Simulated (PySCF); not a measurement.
## Correlation energy of Gd²⁺ (gadolinium, charge +2)

[Xe] 4f7 6s1, 6s spin antiparallel (an excited configuration). All numbers are calculated (PySCF 2.14, the spin-free X2C one-electron Hamiltonian (Gaussian nucleus), in ANO-RCC-VTZP (8s7p5d3f2g1h, 104 functions)). Frozen: [Kr] 4d10; 16 electrons correlated.

MP2 pair energies summed by pair of shells (mhartree):

```
 pair   energy  share (%)
4f-5p  -157.73       30.2
5p-5p  -129.38       24.8
4f-4f  -126.92       24.3
5s-5p   -35.84        6.9
4f-5s   -33.74        6.5
5p-6s   -22.22        4.3
4f-6s    -8.72        1.7
5s-5s    -6.32        1.2
5s-6s    -1.27        0.2
```

Total MP2 correlation energy: -522.12 mhartree.

Same-spin part -256.61 and opposite-spin part -265.52 mhartree; SCS-MP2 scales them by 1/3 and 6/5 to -404.16 mhartree.
